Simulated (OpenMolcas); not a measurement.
## Mg+: CASPT2 settings compared

```json
{"Program": "OpenMolcas", "Basis": "ANO-RCC-VTZP [5s4p2d1f]", "Scalar Hamiltonian": "DKH2, point nucleus", "Active space": "1 electron in 4 orbitals (3s 3p)", "State averaging": "2S+1 = 2 even, 1 root; 2S+1 = 2 odd, 3 roots", "Spin-orbit coupling": "state interaction with AMFI integrals over the reference wave functions, term energies averaged over their components"}
```

Methods on the same reference wave functions:
A. CASSCF
B. XMS-CASPT2, IPEA 0.5 Eh, sigma2 regulariser 0.25 Eh (closed shells correlated: 1s 2s 2p)
C. XMS-CASPT2, IPEA 0.3 Eh, imaginary shift 0.3 Eh (closed shells correlated: 1s 2s 2p)
D. XMS-CASPT2, IPEA 0.5 Eh, sigma1 regulariser 0.2 Eh (closed shells correlated: 1s 2s 2p)

Energies in cm-1 above 3s 2S 1/2, the measured ground level; measured values from NIST Handbook of Basic Atomic Spectroscopic Data.

```csv
Level,A,B,C,D,Measured
3s 2S 1/2,0.0,0.0,0.0,0.0,0.0
3p 2P* 1/2,34620,35279,35295,35279,35669
3p 2P* 3/2,34690,35349,35364,35349,35761
```

Deviations, from unrounded energies. A percentage is the sum of absolute deviations over the sum of measured energies, with the sign that they share, or ± where signs differ.

```csv
Against measurement,Levels,A,B,C,D
mean absolute deviation (cm-1),2,1100,400,390,400
other configurations (%),2,-3.0,-1.1,-1.1,-1.1
```

B, C, D lie about equally close to measurement and A furthest from it. The largest miss of C in the table is 3p 2P* 3/2, by -400 cm-1. The ranking rests on the paired levels alone, and a cruder setting can come out closer through cancelling errors.

Among B to D the level of the table that moves most is 3p 2P* 1/2, by 16 cm-1 (lowest in B, highest in C).

The lowest spin-free term lies below A's lowest term by 0.242 hartree in B, 0.242 hartree in C, 0.242 hartree in D.

ANO sets are built for ground and valence states and can reach diffuse excited orbitals poorly. With one active electron the reference holds no correlation, so core polarisation is missing (holds for A). With one active electron, CASPT2 adds the correlation within the correlated inactive shells and between them and that electron, and leaves the splitting within a term as the reference gives it (holds for B; C; D). Computed and measured levels are paired by configuration, term and J; levels that our copy of the source lacks, or whose pairing is in doubt (as where it misses far off the trend of its configuration), stay unpaired and out of the deviations. Only configurations of the active space appear.

* marks odd parity.
